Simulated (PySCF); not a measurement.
# Computed properties of Si(Cl)(F)2(NHMe) (CH4ClF2NSi), SMILES CN[Si](F)(F)Cl

CH₄ClF₂NSi, SMILES CN[Si](F)(F)Cl. The structure is a stationary point at ωB97X-D3(BJ)/def2-SVP. The structure was generated by enumeration, and PubChem lists no compound with its InChIKey, so it may never have been made. One conformer was computed; it need not be the lowest. All values are computed for the isolated molecule unless a solvent is named; none is compared with measurement here.

**Structure.** All 24 harmonic modes at ωB97X-D3(BJ)/def2-SVP (PySCF) are real, so it is a minimum. With heavy atoms numbered as in [CH3:1][NH:2][Si:3]([F:4])([F:5])[Cl:6], the shortest bond between them is C1–N2 at 1.455 Å and the longest Si3–Cl6 at 2.036 Å.

**Vibrations.** The strongest infrared lines (harmonic, unscaled, degenerate partners summed) lie at 816 cm⁻¹ (206 km/mol, Si 38 %, N 24 %, F 19 %, H 11 %), 972 cm⁻¹ (169 km/mol, F 49 %, Si 48 %), 938 cm⁻¹ (163 km/mol, Si 45 %, F 39 %). The softest mode is at 62 cm⁻¹ and the zero-point energy is 39.9 kcal/mol.

**Electronic structure.** PBE0/def2-TZVP (PySCF) places the frontier levels at -7.79 and 0.52 eV, a gap of 8.31 eV, and gives a dipole moment of 2.98 D and a mean polarisability of 51.7 bohr³. PBE/def2-TZVP (PySCF) at the same geometry gives -6.32 and -0.41 eV, so its gap is 2.40 eV narrower. An orbital gap is neither the optical nor the fundamental gap.

**Excitations.** TDDFT-B3LYP/def2-SVPD (PySCF) has S1 at 6.30 eV (197 nm, f = 0.005, weak); the most intense of the 10 singlets computed lies at 8.38 eV (f = 0.10). T1 (TDA) is at 6.02 eV. TDDFT-PBE/def2-SVPD (PySCF) puts S1 at 5.73 eV. No vertical singlet excitation falls in the visible range (under 3.1 eV).

**NMR.** GIAO shifts at PBE0/pcSseg-1 (PySCF) (non-relativistic, atoms alike by connectivity averaged): ¹³C at 31.1 ppm against TMS; ¹H from 1.2 to 3.0 ppm against TMS; ²⁹Si at -45.7 ppm against TMS; ¹⁹F at -136.5 ppm against CFCl3. Without spin–orbit terms, shifts of atoms bonded to Cl or Br come out too high.
